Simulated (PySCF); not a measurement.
**Pauling's electronegativity from computed bond energies: partners of H**

PBE in PySCF with def2-TZVPPD on every atom, for the lowest determinant that a PBE0 search found; no spin–orbit coupling. De of H2 is 4.54 eV.

```csv
B,De(B₂) (eV),De(HB) (eV)
Cu,2.11,2.80
Cl,2.85,4.63
F,2.28,6.17
Br,2.50,4.05
```

**Question.** With Δ = De(HB) − [De(H₂) + De(B₂)]/2, give Δ and the electronegativity difference √(Δ/eV).

**Answer.** 

```csv
B,Δ (eV),√Δ
Cu,-0.53,none (Δ < 0)
Cl,0.94,0.97
F,2.76,1.66
Br,0.53,0.73
```

The rule was made for single bonds and measured bond energies; here it is fed with computed well depths. With the arithmetic mean Δ turns negative when the two homonuclear bonds differ much, as for alkali hydrides.

Closed-shell solutions of metal pairs were not tested for spin polarisation, which can lower them a little.
